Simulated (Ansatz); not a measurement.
PBE exchange is replaced step by step with exact exchange (0 % is PBE, 25 % PBE0; no dispersion term), basis def2-SVP, Ansatz. System: `FC(F)(F)C(F)(F)C(F)(F)C(F)(F)C(F)(F)C(F)(F)C(F)(F)C(F)(F)CC[Si](Cl)(Cl)Cl`. Charge 0, multiplicity 1. Geometry: PBE-D4/def2-SVP.

Geometry of the singlet:

```xyz
35

F    -5.126    1.088    4.572
C    -4.198    0.462    3.832
F    -3.672   -0.541    4.551
F    -4.791   -0.042    2.737
C    -3.098    1.493    3.432
F    -3.646    2.383    2.575
F    -2.725    2.141    4.563
C    -1.768    0.938    2.803
F    -1.026    2.030    2.502
F    -1.122    0.215    3.746
C    -1.939    0.043    1.527
F    -2.831    0.619    0.687
F    -2.424   -1.151    1.948
C    -0.603   -0.189    0.739
F     0.301   -0.729    1.592
F    -0.156    1.009    0.296
C    -0.757   -1.120   -0.513
F    -1.446   -2.236   -0.164
F    -1.458   -0.454   -1.456
C     0.582   -1.641   -1.156
F     1.159   -2.518   -0.296
F     0.197   -2.325   -2.270
C     1.656   -0.599   -1.585
F     1.023    0.411   -2.260
F     2.197   -0.065   -0.447
C     2.747   -1.213   -2.449
C     3.929   -0.270   -2.705
Si    3.664    1.242   -3.796
Cl    5.509    1.762   -4.583
Cl    2.392    0.783   -5.361
Cl    2.950    2.883   -2.770
H     3.101   -2.125   -1.929
H     2.277   -1.536   -3.398
H     4.733   -0.838   -3.218
H     4.364    0.088   -1.748
```

Single mean-field runs in def2-SVP are fitted with def2-universal-jkfit.

```tsv
exact exchange (%)	HOMO (eV)	LUMO (eV)	gap (eV)
0	-7.64	-1.14	6.51
5	-7.95	-0.96	6.98
15	-8.56	-0.61	7.95
25	-9.17	-0.25	8.91
35	-9.78	0.11	9.89
50	-10.70	0.66	11.36
```

Problem. Fit a straight line to the column «gap (eV)» against the share of exact exchange and predict its value at 10 %.

Solution. With x = exact exchange (%) and y = gap (eV): mean x = 21.67, mean y = 8.6; Σ(x − x̄)(y − ȳ) = 173, Σ(x − x̄)² = 1783; slope b = 0.09703, intercept a = ȳ − b·x̄ = 6.497. The residuals of the fitted rows reach 0.01. At x = 10 the line gives 6.497 + (0.09703 × 10) = 7.47; the run gave 7.46, 0.01 less than the line.
